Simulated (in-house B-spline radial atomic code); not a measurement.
A fraction x of an electron is removed from 4p in the palladium ion Pd⁺, starting from [Kr] 4d9 and keeping the highest spin. Level of theory: non-relativistic BP86, spin-polarised, spherical fractional occupations, point nucleus; calculated with a B-spline radial code for spherical atoms.

```tsv
x	E(x) - E(0) (eV)	4p down level (eV)
0	0.0000	-60.394
0.24	14.8845	-63.667
0.36	22.6252	-65.351
0.48	30.5699	-67.065
0.5	31.9141	-67.354
0.62	?	?
0.72	47.0849	-70.577
0.85	56.3861	-72.522
0.92	?	?
1	67.4349	-74.802
```

What belongs in the row x = 0.62?

An energy change of 40.1011 eV; 4p down at -69.101 eV.

What belongs in the row x = 0.92?

An energy change of 61.4997 eV; 4p down at -73.582 eV.

Check Janak's theorem between x = 0.24 and 0.36.

The slope of the energy is 64.51 eV; the orbital levels give 64.51 eV (-ε of the emptying orbital, averaged over the two points).
